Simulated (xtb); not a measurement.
disilicic acid (H6O7Si2), singlet, at a GFN2-xTB geometry; GFN2-xTB with GBSA(acetonitrile) in xtb 6.7.1.

The xtb input:
```
$ xtb mol.xyz --gfn 2 --gbsa acetonitrile --json

# file mol.xyz
15

O      2.79480622     0.38354433     0.45298601
Si     1.39657057    -0.42578146     0.36005253
O      1.40826964    -1.47604778    -0.86558218
O      1.17840500    -1.21446863     1.75406439
O      0.20610636     0.67775399     0.12016386
Si    -1.33571732     0.52713486    -0.32668733
O     -1.77408327     1.90023071    -1.07930675
O     -1.43148514    -0.79897765    -1.27015769
O     -2.37053550     0.29451132     0.89627042
H      3.12550669     0.82125491    -0.32565780
H      0.54854301    -1.73427827    -1.19805730
H      1.34739105    -0.75841879     2.57348028
H     -1.17309060     2.29927317    -1.70145853
H     -2.29689945    -1.17392058    -1.41271921
H     -2.49526227     0.99477171     1.52979510
```

Q: What does xtb print? Leave out banner, timings and long lists.

A: 
```
   ID    Z sym.   atoms
    1    8 O      1, 3-5, 7-9
    2   14 Si     2, 6
    3    1 H      10-15

           -------------------------------------------------
          |                Calculation Setup                |
           -------------------------------------------------

molecular fragmentation (1/2 indicates fragments):
111111112111112
# atoms in fragment 1/2:    13     2
 fragment masses (1/2) :      157.21       17.01
CMA distance (Bohr)    :   5.405
constraining FC (au)   :  0.0500

           -------------------------------------------------
          |                 G F N 2 - x T B                 |
           -------------------------------------------------

      * Solvation model:               GBSA
        Solvent                        acetonitrile
        Parameter file                 internal GFN2-xTB/GBSA
        Dielectric constant                3.7500E+01
        Reference state                gsolv [1 M gas/solution]
        Free energy shift                  2.0473E-03 Eh       1.2847E+00 kcal/mol
        Temperature                        2.9815E+02 K
        Density                            7.8600E-01 kg/L
        Solvent mass                       4.1050E+01 g/mol
        Interaction kernel             Still
        Born radius scaling (c1)           1.5800E+00
        Born radii integrator          GBOBC
        Born offset                        1.3788E-02 a0       2.6056E-02 AA
        H-bond correction              true
        Ion screening                  false
        Surface tension                    1.0000E-05 Eh       1.5569E+01 dyn/cm
        Grid points                               230 per atom

          ...................................................
          :                      SETUP                      :
          :.................................................:
          :  # basis functions                  54          :
          :  # atomic orbitals                  52          :
          :  # shells                           26          :
          :  # electrons                        56          :
          :  max. iterations                   250          :
          :  Hamiltonian                  GFN2-xTB          :
          :  restarted?                      false          :
          :  GBSA solvation                   true          :
          :  PC potential                    false          :
          :  electronic temp.          300.0000000     K    :
          :  accuracy                    1.0000000          :
          :  -> integral cutoff          0.2500000E+02      :
          :  -> integral neglect         0.1000000E-07      :
          :  -> SCF convergence          0.1000000E-05 Eh   :
          :  -> wf. convergence          0.1000000E-03 e    :
          :  Broyden damping             0.4000000          :
          :  net charge                          0          :
          :  unpaired electrons                  0          :
          ...................................................

 iter      E             dE          RMSdq      gap      omega  full diag
   1    -35.5583162 -0.355583E+02  0.768E+00   11.00       0.0  T
   2    -35.6180335 -0.597173E-01  0.438E+00   10.11       1.0  T
   3    -35.6247636 -0.673010E-02  0.922E-01    9.87       1.0  T
   4    -35.6263411 -0.157758E-02  0.577E-01    9.71       1.0  T
   5    -35.6263871 -0.459491E-04  0.222E-01    9.94       1.0  T
   6    -35.6269168 -0.529693E-03  0.157E-01    9.77       1.0  T
   7    -35.6270007 -0.839086E-04  0.981E-02    9.86       1.0  T
   8    -35.6271304 -0.129681E-03  0.202E-02    9.81       1.3  T
   9    -35.6271355 -0.510303E-05  0.448E-03    9.82       5.8  T
  10    -35.6271354  0.482236E-07  0.416E-03    9.82       6.2  T
  11    -35.6271356 -0.141545E-06  0.265E-03    9.82       9.7  T
  12    -35.6271357 -0.868354E-07  0.301E-04    9.82      85.7  T
  13    -35.6271357  0.512235E-08  0.650E-04    9.82      39.7  T

[...]
         :: total energy             -35.409582505591 Eh    ::
[...]
        35                          0.0370247               1.0075
        36                          0.0985015               2.6804
        37                          0.1125832               3.0635
        38                          0.1274524               3.4682
        39                          0.1518516               4.1321
       ...                                ...                  ...
        52                          0.9750951              26.5337
      -------------------------------------------------------------
                  HL-Gap            0.3608493 Eh            9.8192 eV
             Fermi-level           -0.2675391 Eh           -7.2801 eV

     #   Z          covCN         q      C6AA      α(0)
     1   8 O        1.576    -0.514    23.247     6.506
     2  14 Si       3.319     0.711   110.942    21.241
     3   8 O        1.576    -0.501    22.974     6.468
     4   8 O        1.576    -0.506    23.067     6.481
     5   8 O        1.539    -0.493    22.837     6.447
     6  14 Si       3.314     0.711   111.669    21.345
     7   8 O        1.576    -0.520    23.376     6.524
     8   8 O        1.576    -0.530    23.602     6.556
     9   8 O        1.576    -0.511    23.184     6.497
    10   1 H        0.812     0.360     0.565     1.180
    11   1 H        0.816     0.353     0.579     1.194
    12   1 H        0.812     0.363     0.558     1.173
    13   1 H        0.811     0.358     0.568     1.183
    14   1 H        0.812     0.361     0.562     1.177
    15   1 H        0.812     0.358     0.568     1.183

 Mol. C6AA /au·bohr⁶  :       3397.224085
 Mol. C8AA /au·bohr⁸  :     114957.690210
 Mol. α(0) /au        :         95.155388

Wiberg/Mayer (AO) data.
largest (>0.10) Wiberg bond orders for each atom

 ---------------------------------------------------------------------------
     #   Z sym  total        # sym  WBO       # sym  WBO       # sym  WBO
 ---------------------------------------------------------------------------
     1   8 O    2.129 --     2 Si   1.138    10 H    0.855
     2  14 Si   4.414 --     3 O    1.158     4 O    1.154     1 O    1.138
                             5 O    0.954
     3   8 O    2.147 --     2 Si   1.158    11 H    0.851
     4   8 O    2.143 --     2 Si   1.154    12 H    0.852
     5   8 O    2.246 --     6 Si   1.035     2 Si   0.954
     6  14 Si   4.413 --     9 O    1.141     7 O    1.119     8 O    1.110
                             5 O    1.035
     7   8 O    2.122 --     6 Si   1.119    13 H    0.856
     8   8 O    2.112 --     6 Si   1.110    14 H    0.855
     9   8 O    2.137 --     6 Si   1.141    15 H    0.856
    10   1 H    0.871 --     1 O    0.855
    11   1 H    0.875 --     3 O    0.851
    12   1 H    0.868 --     4 O    0.852
    13   1 H    0.872 --     7 O    0.856
    14   1 H    0.870 --     8 O    0.855
    15   1 H    0.872 --     9 O    0.856
 ---------------------------------------------------------------------------

Topologies differ in total number of bonds
Writing topology from bond orders to xtbtopo.mol

molecular dipole:
                 x           y           z       tot (Debye)
 q only:       -0.456       0.650      -0.233
   full:       -0.567       0.893      -0.292       2.789
molecular quadrupole (traceless):
                xx          xy          yy          xz          yz          zz
 q only:       -2.703       5.670      -2.961      -0.670       0.756       5.664
  q+dip:       -5.715       8.269      -2.341      -1.756       1.295       8.056
   full:       -4.232       7.983      -3.417      -1.185       1.392       7.649

           -------------------------------------------------
          | TOTAL ENERGY              -35.409582505591 Eh   |
          | GRADIENT NORM               0.012512779244 Eh/α |
          | HOMO-LUMO GAP               9.819209443594 eV   |
           -------------------------------------------------

normal termination of xtb
```
